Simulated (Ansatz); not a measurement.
Relaxation of AlH₆NO₂ (10 atoms, charge 0, multiplicity 1), to a largest force component of 0.03 eV/Å in at most 50 steps.

Computed with Ansatz 0.2.0, RKS B3LYP/6-31G*.

```xyz
10
Properties=species:S:1:pos:R:3:forces:R:3
Al 0.083 -0.258 0.130 -0.15 0.47 1.22
N -0.048 -0.155 2.004 0.10 0.04 -1.21
H -0.823 -0.557 2.521 -0.02 0.00 0.00
H 0.803 -0.269 2.547 0.00 0.01 0.02
H 1.485 -0.133 -0.573 -0.01 -0.01 0.01
O -1.302 -0.639 -0.808 0.01 -0.04 0.03
H -2.141 -0.862 -0.387 -0.01 0.01 -0.02
O -0.339 2.612 0.755 0.01 -0.69 0.43
H -1.277 2.849 0.676 0.01 0.01 -0.06
H -0.310 2.042 1.565 0.05 0.19 -0.42
```

Q: Where does it end, and by what steps?

A: The forces met the threshold. After 24 steps the energy has fallen by 0.627 eV; O6 moved furthest, 0.78 Å. Joined: Al1–O8 (2.97 → 2.01 Å).

| step | energy less start (eV) | largest force component (eV/Å) | accepted |
| --- | --- | --- | --- |
| 0 | 0.0000 | 1.221 | yes |
| 1 | -0.1613 | 0.741 | yes |
| 2 | -0.3613 | 1.240 | yes |
| 3 | -0.4718 | 0.818 | yes |
| 4 | -0.5130 | 0.647 | yes |
| 5 | -0.4879 | 0.660 | no |
| 6 | -0.5436 | 0.135 | yes |
| 7 | -0.5462 | 0.374 | yes |
| 8 | -0.5580 | 0.524 | yes |
| 9 | -0.5680 | 0.158 | yes |
| 10 | -0.5728 | 0.548 | yes |
| 11 | -0.5786 | 0.743 | yes |
| 12 | -0.5610 | 0.621 | no |
| 13 | -0.5950 | 0.219 | yes |
| 14 | -0.6073 | 0.143 | yes |
| 15 | -0.6081 | 0.614 | yes |
| 16 | -0.6108 | 0.444 | yes |
| 17 | -0.6220 | 0.193 | yes |
| 18 | -0.6133 | 0.623 | no |
| 19 | -0.6253 | 0.097 | yes |
| 20 | -0.6257 | 0.127 | yes |
| 21 | -0.6270 | 0.037 | yes |
| 22 | -0.6272 | 0.033 | yes |
| 23 | -0.6268 | 0.100 | no |
| 24 | -0.6273 | 0.014 | yes |

```xyz
10
Properties=species:S:1:pos:R:3
Al -0.060 0.117 0.328
N 0.036 -0.003 2.170
H -0.713 -0.476 2.668
H 0.912 -0.251 2.620
H 1.245 -0.148 -0.542
O -1.653 -0.131 -0.325
H -1.794 -0.759 -1.042
O -0.306 2.093 0.612
H -1.222 2.295 0.349
H -0.312 1.894 1.590
```

The run took 87 s on 1 thread of Arm Neoverse V1, on a shared host, peak memory 0.14 GiB.
